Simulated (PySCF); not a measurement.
**Cu₂S: one-bond stretch**

Computed with PBE0 in PySCF with S def2-TZVP, Cu def2-TZVP; no relativity; density-fitted integrals.

Rigid scan from the singlet minimum (Cu–Cu 2.610 Å, S–Cu 2.101 Å (×2); Cu–Cu–S 51.6° (×2), Cu–S–Cu 76.8°). Coordinate: the bond from S to the last atom (Cu) scaled, the rest fixed. Energies in kJ/mol from the minimum.

| scale of one bond | E (kJ/mol) | dipole size (D) |
| --- | --- | --- |
| 0.92 | 21.6 | 4.75 |
| 0.96 | 4.7 | 4.86 |
| 1.00 | 0.0 | 4.98 |
| 1.05 | 5.5 | 5.12 |
| 1.12 | 25.9 | 5.31 |
| 1.20 | 58.1 | 5.52 |
| 1.35 | 124.1 | 5.86 |
| 1.55 | 202.1 | – |
| 1.80 | 274.5 | – |
| 2.20 | 342.7 | – |

At long bonds a restricted determinant can lie too high, and another spin state can fall below this curve.

Other isomers or separated fragments may lie lower.
